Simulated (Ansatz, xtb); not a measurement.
**Two structures of CHS2Si**

Structure X is `S1C2S[Si]12`, a doublet and structure Y is a doublet given by its coordinates. Both are isolated molecules in the gas phase, relaxed with B3LYP-D3(BJ)/6-311G**.

X (Å):

```yaml
atoms:
  - { symbol: C, position_ang: [-0.0887, -0.4754, 0.7459] }
  - { symbol: S, position_ang: [0.4533, -0.4880, 2.4223] }
  - { symbol: S, position_ang: [0.6170, 0.7187, -0.3406] }
  - { symbol: Si, position_ang: [-0.5098, 1.3576, 1.5215] }
  - { symbol: H, position_ang: [-0.7431, -1.2500, 0.3688] }
```

Y (Å):

```xyz
5

C    -0.5309    0.3759    0.6837
S     0.4160   -0.6795   -0.2782
S    -0.1760    0.2918    2.3578
Si    1.3515   -1.2718    1.7135
H    -1.2844    1.0353    0.2715
```

Close contacts (Å): C1–S2 1.71, C1–S3 1.71, S2–Si4 2.28, S3–Si4 2.28, C1–H5 1.08.

**Question.** Estimate which is lower in electronic energy at CCSD(T)/def2-SVP, and by roughly how much.

**Answer.** The CCSD(T)/def2-SVP calculation puts structure Y lower, by 34.0 kJ/mol.

Level by level:

```
                level               geometry  E(Y) − E(X) (kJ/mol)  departure from the last row (kJ/mol)  job, with rough time for the two
             GFN2-xTB               GFN2-xTB                   −49.0                                 −15.0               optimisation, 0.2 s
            HF/STO-3G               GFN2-xTB                   −60.5                                 −26.6               single point, 1.3 s
   r2SCAN-D4/def2-SVP               GFN2-xTB                   −39.6                                  −5.7               single point, 4.2 s
B3LYP-D3(BJ)/6-311G**  B3LYP-D3(BJ)/6-311G**                   −30.2                                  +3.8                optimisation, 55 s
          HF/def2-SVP  B3LYP-D3(BJ)/6-311G**                   −51.6                                 −17.6           part of the CCSD(T) run
         MP2/def2-SVP  B3LYP-D3(BJ)/6-311G**                   −22.8                                 +11.2           part of the CCSD(T) run
     CCSD(T)/def2-SVP  B3LYP-D3(BJ)/6-311G**                   −34.0                                                      single point, 11 s
```

The levels shown agree on the order. The largest departure from CCSD(T)/def2-SVP is that of HF/STO-3G, 26.6 kJ/mol. MP2 in a larger basis moves the difference by +11.8 kJ/mol, a step that isn't added because spin contamination makes open-shell MP2 unreliable in this search.

With harmonic frequencies from B3LYP-D3(BJ)/6-311G** (ideal gas, rigid rotor, one conformer each, 298.15 K, 1 atm): on the last row, ΔE + ΔZPE = −34.4, ΔH = −34.1, ΔG = −33.1 kJ/mol.

Open shells are spin-unrestricted, with notable spin contamination under HF/STO-3G, HF/def2-SVP, MP2/def2-SVP, CCSD(T)/def2-SVP. The correlated steps freeze 16 core orbitals. Programs: Ansatz 0.2.0, xtb 6.7.1; the last row on 2 threads of Intel(R) Xeon(R) Platinum 8259CL CPU @ 2.50GHz (Skylake/Cascade Lake) on a shared host.
